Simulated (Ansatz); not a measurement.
Basis-set extrapolation for C3H9Cl2NOSi, SMILES `CO[Si](Cl)(Cl)N(C)C` (PBE0-D4/def2-TZVP geometry, frozen core, Ansatz 0.2.0). Multiplicity 1, RHF reference.

```tsv
	def2-TZVPP	def2-QZVPP
HF	-1456.403334	-1456.450137
MP2 correlation	-1.463703	-1.580157
CCSD(T) correlation	-1.599955	not run
```

Energies in hartree. Use E(X) = E(∞) + A·exp(−7.88·√X) for Hartree–Fock and E(X) = E(∞) + B·X^(−2.97) for correlation, with X = 3 and 4, and add CCSD(T) minus MP2 of the smaller set to the MP2 limit.

Q: What is the CCSD(T) energy at the basis-set limit?

A: HF limit: -1456.450137 + (-0.046803) × 0.13774 = -1456.45658. MP2 limit: -1.580157 + (-0.116454) × 0.74074 = -1.66642. Higher-order term: -1.599955 − (-1.463703) = -0.13625. Total: -1458.25925 hartree, 672.0 kJ/mol below CCSD(T)/def2-TZVPP.
